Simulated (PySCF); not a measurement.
In(Cl)2(SH) (Cl2HInS), SMILES [SH][In]([Cl])[Cl].

Coordinates come from a B3LYP-D3(BJ)/def2-SVP optimisation. The def2 effective core potentials stand for the cores of In; spin–orbit coupling is left out. The values are those of a single conformer.

The numbers are results of C-PCM-PBE0/def2-SVP (PySCF 2.14.0), not measurements.

The values are the electrostatic part of the solvation free energy, E(continuum) − E(gas) at the gas-phase geometry, in a cavity of scaled van der Waals radii (PySCF's table); cavitation and dispersion terms are not included. A continuum can't describe solvent molecules that bind to the metal. In vacuum the orbital gap is 5.48 eV. The dipole moment in vacuum is 1.82 D.

Computed values in water (ε = 78.36), ethylethanoate (ε = 5.99), acetone (ε = 20.49):
| solvent | ε | ΔG(elec) (kcal/mol) | dipole (D) | gap (eV) |
|---|---|---|---|---|
| water | 78.36 | -8.0 | 2.36 | 5.47 |
| ethylethanoate | 5.99 | -6.6 | 2.26 | 5.47 |
| acetone | 20.49 | -7.7 | 2.34 | 5.47 |
